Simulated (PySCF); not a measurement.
**BPb: from constants to spectrum**

UHF-CCSD(T) constants of BPb, ⁴Σ⁻ (quartet), unpaired electrons σ ↑, π ↑↑ (basis B aug-cc-pVDZ, Pb aug-cc-pVDZ-PP with ECP60; scalar-relativistic core potentials; PySCF 2.14; masses 11.0093 and 207.9766 u):

| Quantity | Value |
| --- | --- |
| ωe | 482.4 cm⁻¹ |
| ωexe | 3.04 cm⁻¹ |
| Be | 0.30644 cm⁻¹ |
| αe | 0.00260 cm⁻¹ |
| De to B + Pb | 2.12 eV |

Problem. What force constant and bond length do these constants imply?

Solution. Reduced mass μred = 10.456 u; k = 5.8918×10⁻⁷·μred·ωe² (u, cm⁻¹, mdyn/Å) = 1.43 mdyn/Å; Re = √(16.8576/(μred·Be)) (u, cm⁻¹, Å) = 2.294 Å.

Problem. Estimate the centrifugal constant D from the Kratzer relation and find the Dunham coefficient a1.

Solution. D = 4Be³/ωe² = 4.95e-07 cm⁻¹; a1 = −1 − αeωe/(6Be²) = -3.23.

Correlated steps freeze 5 core orbitals. Correlated levels converge slowly with the basis: in double zeta they bind strong bonds too weakly, by up to about 1 eV, and carry superposition errors of some tenths. Spin–orbit coupling is left out, which matters for elements this heavy, above all for dissociation energies. The state is the lowest determinant that a PBE0 search found; another state may lie lower at other levels.
